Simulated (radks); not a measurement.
Results of a calculation; reference values are marked as such.
Question: The strontium ion Sr2+, [Kr]. Code: a radial shooting solver on a logarithmic mesh with Libxc functionals. Model: non-relativistic Kohn-Sham, LDA (Slater exchange, Perdew-Wang correlation), spin-polarised, spherical densities, point nucleus. Every spin shell is full or empty, so the densities are truly spherical. Functionals are evaluated on that one density, not self-consistently. Rank these exchange functionals by their error against the exact value of the orbitals, and give that value: LDA, revPBE, PW86, WC, SOGGA, B86b, revTPSS, MVS.

Answer: Exact: -101.574 hartree. From best to worst, with 100 (|E| - |E exact|)/|E exact| (equal figures are ties): PW86 -0.02, B86b +0.04, MVS +0.04, revPBE -0.25, revTPSS -0.84, WC -0.96, SOGGA -2.51, LDA -5.44.
